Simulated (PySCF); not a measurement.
Isomers of C4H7F3N2Si, mass 168.033 u with the commonest isotopes. Level of theory: PBE0/pcSseg-1 in PySCF (dipole) on a GFN2-xTB geometry, gas phase. One conformer each, none proved a minimum here; rigid rotors.

Question: Order these by out-of-plane moment Σ m c² = (Ia + Ib − Ic)/2, smallest first.
A. `[F:1][C:2]([F:3])([F:4])[CH2:5][NH:6][Si@H:7]1[CH2:8][CH:9]=[N:10]1` with C2–C5–N6–Si7 -78°, C5–N6–Si7–C8 96°
B. `[CH:1]#[C:2][CH2:3][NH:4][Si@H:5]([NH2:6])[C:7]([F:8])([F:9])[F:10]` with C2–C3–N4–Si5 14°, C3–N4–Si5–N6 -72°, N4–Si5–N6–H 61° and -154°
C. `[N:1]#[C:2][SiH2:3][CH2:4][NH:5][CH2:6][C:7]([F:8])([F:9])[F:10]` with C2–Si3–C4–N5 178°, Si3–C4–N5–C6 -168°, C4–N5–C6–C7 -67°

Answer: C (55.45 u·Å²), B (62.54 u·Å²), A (66.79 u·Å²).

Question: Order these by rotational constant B, largest first.
A. `[N:1]#[C:2][SiH2:3][CH2:4][NH:5][CH2:6][C:7]([F:8])([F:9])[F:10]` with C2–Si3–C4–N5 178°, Si3–C4–N5–C6 -168°, C4–N5–C6–C7 -67°
B. `[CH:1]#[C:2][CH2:3][NH:4][Si@H:5]([NH2:6])[C:7]([F:8])([F:9])[F:10]` with C2–C3–N4–Si5 14°, C3–N4–Si5–N6 -72°, N4–Si5–N6–H 61° and -154°
C. `[F:1][C:2]([F:3])([F:4])[CH2:5][NH:6][Si@H:7]1[CH2:8][CH:9]=[N:10]1` with C2–C5–N6–Si7 -78°, C5–N6–Si7–C8 96°

Answer: B (647.0 MHz), C (620.1 MHz), A (418.8 MHz).

Question: Order these by dipole moment, largest first.
A. `[CH:1]#[C:2][CH2:3][NH:4][Si@H:5]([NH2:6])[C:7]([F:8])([F:9])[F:10]` with C2–C3–N4–Si5 14°, C3–N4–Si5–N6 -72°, N4–Si5–N6–H 61° and -154°
B. `[F:1][C:2]([F:3])([F:4])[CH2:5][NH:6][Si@H:7]1[CH2:8][CH:9]=[N:10]1` with C2–C5–N6–Si7 -78°, C5–N6–Si7–C8 96°
C. `[N:1]#[C:2][SiH2:3][CH2:4][NH:5][CH2:6][C:7]([F:8])([F:9])[F:10]` with C2–Si3–C4–N5 178°, Si3–C4–N5–C6 -168°, C4–N5–C6–C7 -67°

Answer: C (3.89 D), A (3.62 D), B (0.95 D).

| SMILES | point group | Ia (u·Å²) | Ib (u·Å²) | Ic (u·Å²) | κ | μa (D) | μb (D) | μc (D) |
| --- | --- | --- | --- | --- | --- | --- | --- | --- |
| N#C[SiH2]CNCC(F)(F)F | C1 | 186.76 | 1206.65 | 1282.51 | -0.98 | 2.07 | 3.28 | 0.30 |
| C#CCN[Si@H](N)C(F)(F)F | C1 | 218.97 | 781.10 | 875.00 | -0.92 | 3.60 | 0.26 | 0.14 |
| FC(F)(F)CN[Si@H]1CC=N1 | C1 | 187.69 | 815.03 | 869.14 | -0.96 | 0.85 | 0.24 | 0.37 |
